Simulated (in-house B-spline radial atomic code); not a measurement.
Settings and results of a run for Ni⁴⁺. Level of theory: non-relativistic SCAN, spin-polarised, spherical fractional occupations, point nucleus; calculated with a B-spline radial code for spherical atoms.

Command:
```bash
python run_scf.py task.json out
```
Settings:
```
Z                28
configuration    [Ar] 3d6
hamiltonian      nr
method           scan,scan
spin_polarised   True
```

Output (hartree, bohr):
```
 radial grid: 46 intervals, B-splines of order 8, outer radius 14.6809 bohr

 iter        energy (Eh)    residual
    1       -1504.086767    7.28e-02
    2       -1504.090747    2.60e-03
    3       -1504.090809    9.87e-04
    4       -1504.090811    5.22e-04
    5       -1504.090812    4.27e-05
    6       -1504.090812    1.05e-05
    7       -1504.090812    4.67e-06
    8       -1504.090812    1.65e-07

 total energy                     -1504.09081
 kinetic                            1503.1126
 electron-nucleus                  -3534.3876
 Hartree                             588.6691
 exchange-correlation                -61.4849

 orbital      occ     eigenvalue          <r>       <r^2>       <1/r>     <1/r^3>     <1/r^2>       r_max
 1s up      1.000      -301.7913    0.0548499  0.00403343      27.505           -     1522.17     0.03615
 1s down    1.000      -301.7910    0.0548497  0.00403337      27.505           -     1522.18     0.03615
 2s up      1.000       -38.2054     0.248102   0.0725985     5.96009           -     145.546      0.2074
 2s down    1.000       -38.0633     0.247471    0.072207     5.97571           -     146.253      0.2072
 2p up      3.000       -33.5755     0.216854   0.0576665     5.90356     596.869     47.7323      0.1663
 2p down    3.000       -33.4718      0.21619   0.0572791     5.91743     599.858     47.9227      0.1661
 3s up      1.000        -6.4936     0.734487    0.619862     1.92311           -     22.7554      0.6428
 3s down    1.000        -6.2440     0.739594    0.628872     1.90482           -     22.2383      0.6446
 3p up      3.000        -5.0454      0.75752    0.671071     1.80731     79.9033     7.14583      0.6441
 3p down    3.000        -4.7954     0.765168    0.685463     1.78621     77.5693     6.97066      0.6469
 3d up      5.000        -2.6327     0.825131    0.841064     1.54102      8.7247     3.12508      0.6048
 3d down    1.000        -2.3806     0.852018    0.904237     1.50579     8.34511     3.00992      0.6143
```

Cost of the run: 0.22 s on 1 thread of Arm Neoverse V1, with other jobs on the host.
